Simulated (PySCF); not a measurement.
PySCF input file for C₂H₉ClOSi₂, SMILES CCO[SiH2][SiH2]Cl, PBE-D3(BJ)/def2-SVP. Coordinates come from a PBE-D3(BJ)/def2-SVP optimisation. The structure was generated by enumeration, and PubChem lists no compound with its InChIKey, so it may never have been made. The values are those of a single conformer.

```python
import numpy as np
from pyscf import gto, scf, dft, df
from pyscf.hessian import thermo

mol = gto.M(
    atom='''
    C     0.60139460   -4.05037932   -0.00000000
    C    -0.47278585   -2.97726665   -0.00000000
    O     0.14676572   -1.69170357   -0.00000000
    Si   -0.73239707   -0.25441602   -0.00000000
    Si    0.85794037    1.46976309   -0.00000000
    Cl   -0.25345777    3.24830066   -0.00000000
    H     1.24519560   -3.95549457   -0.89705226
    H     0.14492818   -5.06059275   -0.00000000
    H     1.24519560   -3.95549457    0.89705226
    H    -1.12981004   -3.08747281   -0.89623763
    H    -1.12981004   -3.08747281    0.89623764
    H    -1.61764901   -0.14560021   -1.21909038
    H    -1.61764901   -0.14560021    1.21909038
    H     1.73249814    1.45063105    1.22247410
    H     1.73249814    1.45063105   -1.22247409
    ''',
    basis='def2-SVP',
    charge=0,
    spin=0,
    max_memory=1600,
    verbose=3,
)
mf = dft.RKS(mol, xc='pbe').density_fit(auxbasis='def2-universal-jkfit')
mf.disp = 'd3bj'
mf.grids.level = 3
mf.conv_tol = 1e-11
mf.max_cycle = 100
mf.kernel()

# [left out here: the lines that compute and print the analytic Hessian (its translational invariance restored by hand, since the grid's response is missing), thermochemistry and intensities]
```

Output:

```
[...]
       6   H                -0.14  0.35  0.04    0.03  0.11  0.05    0.26 -0.14  0.08
       7   H                 0.14 -0.11  0.00    0.16 -0.12  0.00   -0.00  0.00  0.20
       8   H                -0.14  0.35 -0.04    0.03  0.11 -0.05   -0.26  0.14  0.08
       9   H                 0.16 -0.09 -0.00    0.03  0.17  0.02    0.34  0.23 -0.12
      10   H                 0.16 -0.09  0.00    0.03  0.17 -0.02   -0.34 -0.23 -0.12
      11   H                 0.00 -0.03  0.00   -0.03  0.04  0.02    0.01 -0.01 -0.01
      12   H                 0.00 -0.03 -0.00   -0.03  0.04 -0.02   -0.01  0.01 -0.01
      13   H                -0.00 -0.00  0.00    0.02  0.01 -0.02    0.00 -0.00 -0.00
      14   H                -0.00 -0.00 -0.00    0.02  0.01  0.02   -0.00  0.00 -0.00
Mode                                24                  25                  26
Irrep
Freq [cm^-1]                     1256.5978           1326.8713           1367.7138
Reduced mass [au]                   1.0924              1.2313              1.3758
Force const [Dyne/A]                1.0163              1.2773              1.5163
Char temp [K]                    1807.9645           1909.0724           1967.8356
Normal mode                   x     y     z       x     y     z       x     y     z
       0   C                 0.00  0.00 -0.08   -0.09  0.07  0.00    0.03 -0.09  0.00
       1   C                -0.00  0.00  0.01   -0.01  0.05 -0.00   -0.05  0.11 -0.00
       2   O                 0.00  0.00  0.03    0.01  0.01  0.00    0.02  0.01 -0.00
       3  Si                -0.00 -0.00  0.00    0.00 -0.00  0.00    0.00 -0.01 -0.00
       4  Si                 0.00 -0.00 -0.00   -0.00 -0.00  0.00   -0.00 -0.00 -0.00
       5  Cl                 0.00 -0.00 -0.00    0.00  0.00 -0.00   -0.00  0.00  0.00
       6   H                 0.18 -0.09  0.05    0.19 -0.31  0.15    0.02  0.27  0.02
       7   H                -0.00  0.00  0.11    0.47 -0.19  0.00   -0.28  0.06  0.00
       8   H                -0.18  0.09  0.05    0.19 -0.31 -0.15    0.02  0.27 -0.02
       9   H                 0.09 -0.63  0.02    0.09 -0.32 -0.03    0.08 -0.48 -0.03
      10   H                -0.09  0.63  0.02    0.09 -0.32  0.03    0.08 -0.48  0.03
      11   H                 0.00 -0.01  0.00   -0.00  0.01  0.01   -0.00  0.01  0.02
      12   H                -0.00  0.01  0.00   -0.00  0.01 -0.01   -0.00  0.01 -0.02
      13   H                -0.00  0.00  0.00    0.00  0.00 -0.00   -0.00  0.00  0.00
      14   H                 0.00 -0.00  0.00    0.00  0.00  0.00   -0.00  0.00 -0.00
Mode                                27                  28                  29
Irrep
Freq [cm^-1]                     1402.3121           1423.8907           1445.4898
Reduced mass [au]                   1.0370              1.0570              1.0850
Force const [Dyne/A]                1.2015              1.2626              1.3357
Char temp [K]                    2017.6149           2048.6617           2079.7379
Normal mode                   x     y     z       x     y     z       x     y     z
       0   C                -0.00 -0.00  0.04    0.04  0.01  0.00    0.01  0.01  0.00
       1   C                 0.00  0.00  0.03   -0.03  0.04  0.00    0.07  0.03 -0.00
       2   O                 0.00  0.00 -0.00   -0.00 -0.01 -0.00    0.01  0.01  0.00
       3  Si                -0.00  0.00 -0.00   -0.00  0.00  0.00    0.00 -0.00 -0.00
       4  Si                -0.00  0.00 -0.00   -0.00  0.00 -0.00   -0.00 -0.00  0.00
       5  Cl                 0.00  0.00 -0.00    0.00  0.00 -0.00    0.00  0.00 -0.00
       6   H                -0.03 -0.49 -0.04   -0.45 -0.11 -0.35   -0.20 -0.05 -0.16
       7   H                 0.00  0.00 -0.69    0.25 -0.10 -0.00    0.14 -0.05 -0.00
       8   H                 0.03  0.49 -0.04   -0.45 -0.11  0.35   -0.20 -0.05  0.16
       9   H                 0.05 -0.02 -0.00    0.25 -0.05 -0.18   -0.44 -0.19  0.38
      10   H                -0.05  0.02 -0.00    0.25 -0.05  0.18   -0.44 -0.19 -0.38
      11   H                 0.00  0.00  0.00   -0.00 -0.00  0.00    0.00  0.01  0.01
      12   H                -0.00 -0.00  0.00   -0.00 -0.00 -0.00    0.00  0.01 -0.01
      13   H                 0.00  0.00  0.00    0.00 -0.00 -0.00    0.00  0.00 -0.00
      14   H                -0.00 -0.00  0.00    0.00 -0.00  0.00    0.00  0.00  0.00
Mode                                30                  31                  32
Irrep
Freq [cm^-1]                     2125.1071           2129.0602           2159.4438
Reduced mass [au]                   1.0301              1.0514              1.0302
Force const [Dyne/A]                2.7409              2.8079              2.8305
Char temp [K]                    3057.5559           3063.2436           3106.9589
Normal mode                   x     y     z       x     y     z       x     y     z
       0   C                -0.00 -0.00 -0.00    0.00  0.00 -0.00   -0.00 -0.00 -0.00
       1   C                -0.00  0.00 -0.00    0.00 -0.00 -0.00    0.00  0.00  0.00
       2   O                 0.00 -0.00  0.00   -0.00  0.00  0.00    0.00 -0.00  0.00
       3  Si                 0.03 -0.00  0.00   -0.00  0.00  0.04    0.00  0.00 -0.00
       4  Si                 0.00 -0.00 -0.00   -0.00  0.00 -0.00   -0.03  0.00 -0.00
       5  Cl                -0.00  0.00 -0.00    0.00 -0.00 -0.00   -0.00  0.00  0.00
       6   H                -0.00  0.00  0.00    0.00 -0.00  0.00   -0.00 -0.00  0.00
       7   H                 0.00 -0.00 -0.00   -0.00  0.00 -0.00    0.00 -0.00  0.00
       8   H                -0.00  0.00 -0.00   -0.00  0.00  0.00   -0.00 -0.00 -0.00
       9   H                 0.00 -0.01  0.01   -0.00 -0.00  0.00    0.00 -0.00  0.00
      10   H                 0.00 -0.01 -0.01    0.00  0.00  0.00    0.00 -0.00 -0.00
      11   H                -0.39  0.06 -0.57   -0.41  0.05 -0.55   -0.02 -0.00 -0.02
      12   H                -0.39  0.06  0.57    0.41 -0.05 -0.55   -0.02 -0.00  0.02
      13   H                -0.01  0.00 -0.03    0.05 -0.00  0.06    0.39 -0.01  0.57
      14   H                -0.01  0.00  0.03   -0.05  0.00  0.06    0.39 -0.01 -0.57
Mode                                33                  34                  35
Irrep
Freq [cm^-1]                     2172.4985           2907.3007           2949.0531
Reduced mass [au]                   1.0533              1.0576              1.1084
Force const [Dyne/A]                2.9292              5.2669              5.6796
Char temp [K]                    3125.7416           4182.9583           4243.0308
Normal mode                   x     y     z       x     y     z       x     y     z
       0   C                 0.00  0.00  0.00    0.00  0.00  0.00    0.00 -0.00 -0.01
       1   C                -0.00 -0.00  0.00   -0.06 -0.01 -0.00   -0.00 -0.00  0.09
       2   O                -0.00  0.00  0.00   -0.00 -0.00  0.00   -0.00 -0.00 -0.00
       3  Si                -0.00 -0.00 -0.00   -0.00  0.00 -0.00   -0.00  0.00 -0.00
       4  Si                 0.00 -0.00 -0.04    0.00  0.00  0.00    0.00  0.00 -0.00
       5  Cl                 0.00 -0.00  0.00   -0.00 -0.00 -0.00    0.00 -0.00 -0.00
       6   H                -0.00  0.00 -0.00   -0.00 -0.00  0.01   -0.04 -0.01  0.05
       7   H                -0.00  0.00  0.00   -0.02 -0.03 -0.00    0.00  0.00 -0.00
       8   H                 0.00 -0.00 -0.00   -0.00 -0.00 -0.01    0.04  0.01  0.05
       9   H                 0.00  0.00 -0.00    0.38  0.06  0.56   -0.39 -0.06 -0.54
      10   H                -0.00 -0.00 -0.00    0.38  0.06 -0.56    0.39  0.06 -0.54
      11   H                 0.04 -0.00  0.06    0.00 -0.00  0.00   -0.00  0.00 -0.00
      12   H                -0.04  0.00  0.06    0.00 -0.00 -0.00    0.00 -0.00 -0.00
      13   H                 0.40 -0.00  0.55   -0.00 -0.00 -0.00   -0.00 -0.00 -0.00
      14   H                -0.40  0.00  0.55   -0.00 -0.00  0.00    0.00  0.00 -0.00
Mode                                36                  37                  38
Irrep
Freq [cm^-1]                     2978.8070           3075.6158           3076.1248
Reduced mass [au]                   1.0363              1.1035              1.1046
Force const [Dyne/A]                5.4175              6.1502              6.1582
Char temp [K]                    4285.8400           4425.1264           4425.8587
Normal mode                   x     y     z       x     y     z       x     y     z
       0   C                -0.03  0.04  0.00    0.06  0.06  0.00    0.00  0.00 -0.09
       1   C                 0.00 -0.00  0.00    0.00  0.00  0.00    0.00  0.00 -0.01
       2   O                 0.00  0.00 -0.00   -0.00 -0.00 -0.00   -0.00 -0.00  0.00
       3  Si                 0.00 -0.00 -0.00    0.00 -0.00  0.00    0.00 -0.00 -0.00
       4  Si                -0.00 -0.00 -0.00    0.00 -0.00  0.00    0.00 -0.00 -0.00
       5  Cl                 0.00  0.00  0.00   -0.00  0.00 -0.00   -0.00  0.00  0.00
       6   H                 0.32  0.06 -0.46   -0.22 -0.03  0.32   -0.39 -0.06  0.54
       7   H                -0.24 -0.52 -0.00   -0.31 -0.70  0.00   -0.00 -0.00 -0.01
       8   H                 0.32  0.06  0.46   -0.22 -0.03 -0.32    0.39  0.06  0.54
       9   H                -0.00  0.00 -0.00   -0.02 -0.00 -0.02    0.04  0.00  0.05
      10   H                -0.00  0.00  0.00   -0.02 -0.00  0.02   -0.04 -0.00  0.05
      11   H                -0.00  0.00 -0.00   -0.00  0.00 -0.00    0.00 -0.00  0.00
      12   H                -0.00  0.00  0.00   -0.00  0.00  0.00   -0.00  0.00  0.00
      13   H                 0.00  0.00  0.00   -0.00  0.00 -0.00    0.00  0.00  0.00
      14   H                 0.00  0.00 -0.00   -0.00  0.00  0.00   -0.00 -0.00  0.00
temperature 298.1500 [K]
pressure 101325.00 [Pa]
Rotational constants [GHz] 7.05155 0.57904 0.54580
Symmetry number 1
Zero-point energy (ZPE) 0.10344 [Eh]   271569.769 [J/mol]
                           tot       elec      trans        rot        vib
Entropy [J/mol/K]       431.329      0.000    170.440    122.831    138.058
Cv [J/mol/K]            140.684      0.000     12.472     12.472    115.740
Cp [J/mol/K]            148.998      0.000     20.786     12.472    115.740
Internal energy [J/mol]                      3718.434   3718.434 290681.651
Internal energy [Eh]   -1194.86849  -1194.98204
Enthalpy [J/mol]                             6197.391   3718.434 290681.651
Enthalpy [Eh]          -1194.86754
Gibbs free energy [J/mol]                  -44619.238 -32903.549 249519.587
Gibbs free energy [Eh] -1194.91653
mode   freq/cm-1   IR/(km/mol)
   1       27.11         0.022
   2       47.15         0.923
   3       57.00         0.266
   4       68.16         3.302
   5      124.61         1.342
   6      198.24         1.995
   7      259.95         0.132
   8      353.58        18.199
   9      362.27         0.708
  10      451.76         0.622
  11      525.72        70.004
  12      567.83         0.034
  13      665.75        11.704
  14      685.95        18.901
  15      735.18       121.299
  16      751.64       386.174
  17      789.52         0.141
  18      846.15        41.880
  19      905.49        55.941
  20      925.18        66.927
  21      947.34       102.678
  22     1082.12        17.732
  23     1101.88       332.807
  24     1127.46         4.912
  25     1256.60         0.662
  26     1326.87         2.604
  27     1367.71        52.324
  28     1402.31         7.397
  29     1423.89         1.527
  30     1445.49         5.022
  31     2125.11        83.833
  32     2129.06        91.124
  33     2159.44        67.057
  34     2172.50       106.263
  35     2907.30        52.258
  36     2949.05        35.288
  37     2978.81        13.585
  38     3075.62        14.811
  39     3076.12        15.554
max |gradient| / (hartree/bohr): 4.8921201286504555e-05
APT charges: [-0.0236  0.6684 -1.0514  1.1422  0.981  -0.5037  0.0042 -0.0076  0.0042
 -0.083  -0.083  -0.2752 -0.2752 -0.2488 -0.2488]
```

Self-consistency was reached.
